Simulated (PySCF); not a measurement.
Estimate the missing entries of this data sheet.

C₅H₉BNP.
InChI=1S/C5H9BNP/c8-6-5-1-3-7-4-2-5/h1-4H,6H2,8H3

Conformer (atom-mapped SMILES and torsion angles): `[PH3+:1][BH2-:2][c:3]1[cH:4][cH:5][n:6][cH:7][cH:8]1`: P1–B2–C3–C4 89°.

```tsv
property	level	value
point group	PBE0-D3(BJ)/def2-SVP	?
rotational constants A, B, C	PBE0-D3(BJ)/def2-SVP	3.933, 0.948, 0.873 GHz
dipole moment	CAM-B3LYP/def2-SVPD	?
HOMO energy	CAM-B3LYP/def2-SVPD	?
LUMO energy	CAM-B3LYP/def2-SVPD	?
lowest singlet excitation	TDDFT CAM-B3LYP/def2-SVPD	4.97 eV (249 nm, f = 0.007)
strongest line among the 6 lowest singlet transitions	TDDFT CAM-B3LYP/def2-SVPD	?
static isotropic polarisability	CAM-B3LYP/def2-SVPD	?
electronic spatial extent ⟨r²⟩ about the centre of nuclear charge	CAM-B3LYP/def2-SVPD	?
```

Gas-phase values; electronic properties from PySCF, density fitting. Isolated species at its PBE0-D3(BJ)/def2-SVP geometry (one conformer only).

Q: The HOMO energy?

A: -8.41 eV.

Q: What is the dipole moment?

A: 5.68 D.

Q: What is the point group?

A: Cs.

Q: The LUMO energy?

A: 0.25 eV.

Q: Give the strongest line among the 6 lowest singlet transitions.

A: S5 at 6.79 eV (183 nm, f = 0.563).

Q: The static isotropic polarisability?

A: 106.9 au.

Q: The electronic spatial extent ⟨r²⟩ about the centre of nuclear charge?

A: 1359 bohr².

A dipole of 5.68 D is allowed in Cs, and pure rotational transitions are dipole-allowed. With B = h/(8π²I), that is 505.379 GHz u Å² over I, the principal moments of inertia are 128.5, 533.2 and 579.0 u Å² (most abundant isotopes). No computed singlet falls in the visible range (750 to 380 nm, 1.65 to 3.26 eV); S1 lies 1.71 eV above its blue end. In atomic units the dipole is 2.23 e·bohr (1 au = 2.5417 D).
